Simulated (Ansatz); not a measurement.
## Redistribution: SiH(CH3)(OH)(SiH3) + SiH3(OH) → SiH(OH)2(SiH3) + SiH3(CH3)

Species: SiH(CH3)(OH)(SiH3), singlet; SiH3(OH) (silanol), singlet; SiH(OH)2(SiH3), singlet; SiH3(CH3), singlet. The partners trade CH3 for OH; both sit on Si, so the bond types are kept.

Shapes, held fixed at every level: PBE0-D4/def2-TZVP. Flexible molecules stand in one conformer, not always the lowest. Programs: Ansatz 0.2.0. The zero-point and thermal change to 298 K, harmonic and unscaled (PBE0-D4/def2-TZVP), is +0.5 kJ/mol.

```json
{"level": "HF/def2-TZVPP", "kind": "Hartree–Fock", "ΔH(298 K) (kJ/mol)": "-17.5", "less CCSD(T)/CBS estimate": "+1.2", "CPU time (sum over the molecules)": "–"}
{"level": "B3LYP-D4/def2-TZVPP", "kind": "global hybrid", "ΔH(298 K) (kJ/mol)": "-19.8", "less CCSD(T)/CBS estimate": "-1.1", "CPU time (sum over the molecules)": "39 s"}
{"level": "BHLYP-D4/def2-TZVPP", "kind": "global hybrid", "ΔH(298 K) (kJ/mol)": "-18.5", "less CCSD(T)/CBS estimate": "+0.2", "CPU time (sum over the molecules)": "26 s"}
{"level": "PBE0-D4/def2-TZVPP", "kind": "global hybrid", "ΔH(298 K) (kJ/mol)": "-20.4", "less CCSD(T)/CBS estimate": "-1.7", "CPU time (sum over the molecules)": "24 s"}
{"level": "wB97M-V/def2-TZVPP", "kind": "range-separated hybrid", "ΔH(298 K) (kJ/mol)": "-20.3", "less CCSD(T)/CBS estimate": "-1.6", "CPU time (sum over the molecules)": "89 s"}
{"level": "CCSD/def2-TZVPP", "kind": "coupled cluster or CI", "ΔH(298 K) (kJ/mol)": "-19.0", "less CCSD(T)/CBS estimate": "-0.3", "CPU time (sum over the molecules)": "–"}
{"level": "CCSD(T)/CBS estimate", "kind": "coupled cluster or CI", "ΔH(298 K) (kJ/mol)": "-18.7", "less CCSD(T)/CBS estimate": "0.0", "CPU time (sum over the molecules)": "13 min"}
```

The highest level, CCSD(T)/CBS estimate, gives ΔH(298 K) = -18.7 kJ/mol; the levels span -20.4 to -17.5. The column of differences is taken from that level and isn't an error. No measured value is set beside it here. The CBS estimate extrapolates MP2 from def2-TZVPP and def2-QZVPP and adds CCSD(T) − MP2 in the triple-zeta set, cores frozen. Times are processor times on shared x86 and Arm servers, and rough.
